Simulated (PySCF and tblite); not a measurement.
C5H7BrFN, numbered as in [H]/[N:3]=[C:2](\[CH3:1])[CH2:4]/[C:5]([F:6])=[CH:7]/[Br:8].

The ensemble was built from 90 distance-geometry starts (ETKDG and KDG, MMFF94s, GFN2-xTB) and rests on GFN2-xTB geometries. Energies: PBE0-D3(BJ)/pcSseg-1 (IEF-PCM, benzene), with GFN2-xTB thermal terms (modes under about 100 cm⁻¹ blended into free rotors). Symmetry numbers and mirror images are counted. Conformers within 3 kcal/mol (GFN2-xTB free energy) were kept, 4 at most. Couplings: B3LYP/6-31G* with pcJ-1 on H, F (gas phase; spin-dipole term only for pairs with B, N, F, Si or P). Couplings are for ¹⁹F, ¹H. H–H couplings come out 0.1 to 0.9 Hz lower than with pcJ-1 on all atoms. Programs: PySCF with density fitting and tblite.

Torsions listed: N3–C2–C4–C5, C2–C4–C5–F6. Of a mirror pair one member is shown.

```csv
conformer,shape,weight %
1,"-129°, 66°",79.1
2,"99°, 87°",20.9
```

Question: Give the couplings in each conformer and the averages at 298.15 K (pairs that fast motion interchanges averaged).

Answer: 
```json
{"coupling": "³J(H4,F6)", "pairs": "2", "1": "20.9", "2": "22.7", "average (Hz)": "21.2"}
{"coupling": "³J(F6,H7)", "pairs": "1", "1": "21.5", "2": "24.2", "average (Hz)": "22.1"}
{"coupling": "²J(H1,H1)", "pairs": "3", "1": "-15.7", "2": "-15.9", "average (Hz)": "-15.7"}
{"coupling": "²J(H4,H4)", "pairs": "1", "1": "-15.3", "2": "-12.8", "average (Hz)": "-14.8"}
```

Only couplings over up to 3 bonds are listed; longer-range ones, if any, are left out.

Spin–orbit effects of the heavy atoms on shieldings are missing.

Computed couplings to fluorine can be off by tens of per cent at such levels.
